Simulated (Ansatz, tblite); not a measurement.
Cost and result up the ladder for Ge₉NH₁₆, a doped cluster cut from the lattice of germanium (N on a surface site) (26 atoms). Total charge 0; doublet. Geometry: r2SCAN-D4/def2-SVP.

Cartesian coordinates in Å:
```
Ge 0.0777 2.2563 -2.1573
Ge 1.2154 1.8618 1.6555
Ge -2.4954 0.8865 0.5906
Ge -0.7643 -1.8970 -1.6571
Ge -0.0998 -1.8290 2.1824
Ge 2.3110 -1.0664 -0.7907
Ge -0.6274 2.3791 0.1586
N 0.7570 -0.8314 -1.7904
Ge 1.8077 -0.4863 1.5097
Ge -1.7944 -1.4347 0.4889
H 0.2716 3.6775 -2.7512
H -0.9561 1.5129 -3.0333
H 2.4395 2.7283 1.2959
H 0.8159 2.1920 3.1090
H -3.6134 1.1398 -0.4398
H -3.0725 1.1726 1.9933
H -1.6560 -1.4944 -2.8462
H -0.4130 -3.4009 -1.7845
H -0.6023 -1.4299 3.5838
H 0.2824 -3.3226 2.2137
H 3.3559 -0.1295 -1.4247
H 2.8246 -2.5250 -0.8883
H -1.0748 3.8283 0.4703
H 0.9772 -0.6215 -2.7655
H 3.0383 -0.7933 2.3906
H -3.0049 -2.3730 0.6865
```

Ansatz on 2 threads of AMD EPYC 7R13 on a shared host and a share (18 GiB) of an NVIDIA H100 80GB HBM3; xTB runs through tblite on one thread. Times are rough, summed over both states, and most runs start from the orbitals of an earlier one. PBE0-D4/def2-TZVP serves as the yardstick here, not as an exact answer. The other state is a singlet.

The xTB rows come from tblite. Single mean-field runs in def2-TZVP are fitted with def2-universal-jkfit.

Raw xTB energies of ions are shifted by several eV, and xTB has no spin-polarisation term.

| level | functions | wall time | vertical IE (eV) | difference from PBE0-D4/def2-TZVP (eV) |
| --- | --- | --- | --- | --- |
| GFN2-xTB | 101 | 0.15 s | 10.92 | 3.62 |
| GFN1-xTB | 117 | 0.2 s | 12.12 | 4.81 |
| PBE0-D4/def2-TZVP | 559 | 17 s | 7.30 | 0.00 |
| PBE-D4/def2-TZVP | 559 | 21 s | 7.00 | -0.30 |
| LDA (SPW92)/def2-TZVP (with forces) | 559 | 21 s | 7.00 | -0.30 |
